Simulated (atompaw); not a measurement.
**Scattering properties, PAW (atompaw) potential for Cu**

```json
{
 "Element": "Cu (Z = 29)",
 "Generator": "atompaw 4.2.0.5",
 "Type": "PAW",
 "Functional": "PBE",
 "Relativity": "scalar-relativistic",
 "Frozen core": "[Ne] 3s2",
 "Valence charge": "17",
 "Reference configuration": "3p6 3d10 4s1 4p0",
 "Partial waves": "4s (bound); 4s channel at 0.3 Ry; 3p (bound); 4p (bound, empty); 3d (bound); 3d channel at 0.1 Ry",
 "Local potential": "troulliermartins scheme with l = 3 at 0 Ry, radius 2.10 bohr",
 "Core correction": "smooth core density matched at 2.45 bohr",
 "Augmentation charge": "sinc compensation charge, radius 2.10 bohr; PAW radius 2.75 bohr; waves and projectors: bloechl"
}
```

The phase is arctan(r·u′/u) with u = r·R(r), unwrapped; energies in Ry, scanned from -7 to 5 Ry. A pole is an energy at which the radial function vanishes at the test radius. The pseudo phase is shifted by a multiple of π to meet the all-electron one at the reference energy, and phase errors are pseudo minus all-electron; the curves can meet again beyond the range given. Levels narrower than the energy grid can be missing from the lists of poles.

**Question.** For each channel, where are the poles, and over which energies does the pseudopotential scatter like the atom?

**Answer.**

| channel | radius (bohr) | reference energy (Ry) | poles, all-electron | poles, pseudo | unbroken range about the reference energy with phases within 0.05 rad | phase error 1 Ry above the reference energy (rad) |
| --- | --- | --- | --- | --- | --- | --- |
| s | 2.75 | -0.34 | 0.91 | 0.91 | below 2.7 | +0.000 |
| p | 2.75 | -0.05 | -5.30, 1.87 | -5.30, 1.98 | below 3.2 | +0.009 |
| d | 2.75 | -0.37 | -0.29, 3.65 | -0.29, 4.08 | below 1.4 | +0.001 |

Phases in the s channel:

| E (Ry) | all-electron | pseudo |
| --- | --- | --- |
| -7.00 | 1.427 | 1.426 |
| -6.76 | 1.424 | 1.423 |
| -6.52 | 1.421 | 1.420 |
| -6.28 | 1.418 | 1.417 |
| -6.04 | 1.415 | 1.413 |
| -5.80 | 1.411 | 1.410 |
| -5.56 | 1.407 | 1.406 |
| -5.32 | 1.403 | 1.401 |
| -5.08 | 1.398 | 1.397 |
| -4.84 | 1.393 | 1.392 |
| -4.60 | 1.388 | 1.386 |
| -4.36 | 1.382 | 1.380 |
| -4.12 | 1.375 | 1.374 |
| -3.88 | 1.368 | 1.366 |
| -3.64 | 1.360 | 1.358 |
| -3.40 | 1.350 | 1.349 |
| -3.16 | 1.340 | 1.338 |
| -2.92 | 1.327 | 1.325 |
| -2.68 | 1.312 | 1.310 |
| -2.44 | 1.295 | 1.292 |
| -2.20 | 1.273 | 1.270 |
| -1.96 | 1.245 | 1.242 |
| -1.72 | 1.208 | 1.205 |
| -1.48 | 1.155 | 1.153 |
| -1.24 | 1.077 | 1.074 |
| -1.00 | 0.946 | 0.943 |
| -0.76 | 0.688 | 0.686 |
| -0.52 | 0.127 | 0.125 |
| -0.28 | -0.661 | -0.661 |
| -0.04 | -1.117 | -1.116 |
| 0.20 | -1.329 | -1.329 |
| 0.44 | -1.445 | -1.445 |
| 0.68 | -1.519 | -1.519 |
| 0.92 | -1.573 | -1.572 |
| 1.16 | -1.616 | -1.614 |
| 1.40 | -1.654 | -1.650 |
| 1.64 | -1.689 | -1.682 |
| 1.88 | -1.725 | -1.714 |
| 2.12 | -1.763 | -1.746 |
| 2.36 | -1.808 | -1.782 |
| 2.60 | -1.864 | -1.822 |
| 2.84 | -1.939 | -1.869 |
| 3.08 | -2.049 | -1.929 |
| 3.32 | -2.229 | -2.009 |
| 3.56 | -2.555 | -2.122 |
| 3.80 | -3.114 | -2.291 |
| 4.04 | -3.705 | -2.559 |
| 4.28 | -4.067 | -2.962 |
| 4.52 | -4.264 | -3.434 |
| 4.76 | -4.381 | -3.812 |
| 5.00 | -4.457 | -4.057 |
